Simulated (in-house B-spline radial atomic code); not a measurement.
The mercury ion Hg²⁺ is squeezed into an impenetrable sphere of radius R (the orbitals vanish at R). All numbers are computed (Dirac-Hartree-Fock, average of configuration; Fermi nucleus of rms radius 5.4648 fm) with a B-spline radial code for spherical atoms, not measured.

Energies in eV above the free ion in [Xe] 4f14 5d10:

```
R (bohr)  highest level (eV)  [Xe] 4f14 5d10  [Xe] 4f14 5d9 5f1  [Kr] 4d9 4f14 5s2 5p6 5d10 5f1
    9.33               -34.4               0              26.22                           389.8
    6.93               -34.4       0.0006203              27.67                           391.3
    4.69               -34.2          0.2147              33.44                           396.9
    4.31                 -34          0.5545              35.75                           399.2
    3.41                 -32           5.074              47.42                           410.2
     3.1                 -30           10.89              56.99                           419.3
    2.42               -18.3           61.88              120.9                           481.5
    2.28               -13.2           90.36              153.4                           513.7
     1.9                12.8           268.3              346.3                           707.7
    1.46                 101            1105               1212                            1595
```

Question: Does [Xe] 4f14 5d9 5f1 fall below [Xe] 4f14 5d10 under compression?

Answer: No, it stays above over the whole range.

Question: Does [Kr] 4d9 4f14 5s2 5p6 5d10 5f1 fall below [Xe] 4f14 5d10 under compression?

Answer: No, it stays above over the whole range.

The highest level is first positive in the row R = 1.9 bohr, pushed up by confinement above the zero of the free ion's potential. Each configuration is held fixed and needn't be the lowest in the sphere.
